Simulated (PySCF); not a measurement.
Species: H10N2Si3.
Geometry (PBE0-D3(BJ)/def2-SVP, Å), atoms numbered from 1 in this order:
```
atom  x, y, z in Å
Si1    2.969    0.444    0.037
N2     1.408   -0.300    0.241
Si3   -0.129    0.428    0.600
N4    -1.326    0.027   -0.595
Si5   -2.896   -0.698   -0.396
H6     3.604    0.018   -1.251
H7     3.927    0.096    1.133
H8     2.765    1.921    0.024
H9     1.395   -1.315    0.169
H10    0.155    1.892    0.669
H11   -0.710   -0.051    1.889
H12   -1.086    0.293   -1.548
H13   -3.062   -1.880   -1.300
H14   -4.017    0.247   -0.702
H15   -3.011   -1.139    1.024
```

Theory: delta-SCF UKS SCAN, pcX-2 on the ionised atom, pcseg-1 elsewhere, spin-free X2C in PySCF. The ground state was rerun for each ionised atom, in the same mixed basis as its hole state.

```csv
ionised atom,basis functions,E(ionised) (Eh),binding energy (eV)
N2,163,-970.94679,404.153
Si1,174,-917.96929,1846.886
Si3,174,-917.96920,1847.042
```

Question: Fill in the total energy of each ground state.

Answer: With binding energy = E(ionised) − E(ground) and 27.2114 eV a hartree:

| atom | binding energy (Eh) | E(ground) (Eh) |
| --- | --- | --- |
| N2 | 14.8523 | -985.7991 |
| Si1 | 67.8718 | -985.8411 |
| Si3 | 67.8775 | -985.8467 |

Question: How much do the ground-state energies differ, and what would follow from using one of them for all holes?

Answer: They run from -985.8467 Eh (core basis on Si3) to -985.7991 Eh (on N2), 0.0476 Eh or 1.30 eV apart, for one and the same state in different bases and grids. Pairing the ion of N2 with the ground state of Si3 would put its binding energy 1.30 eV too high.

The 2 Si 1s values lie within 0.15 eV of each other; Gaussian lines of 0.5 eV full width would blend them into one maximum.

Only 1s holes are shown. Atoms equivalent by their bonding share one computed value, that of the first of them. The structure is a single PBE0-D3(BJ)/def2-SVP conformer in the gas phase; no vibrational or solvent corrections.

Time: 59 s; peak memory 0.62 GiB. Hardware: one thread, Arm Neoverse N1 (aarch64), shared host with 64 logical CPUs at a one-minute load of 60.
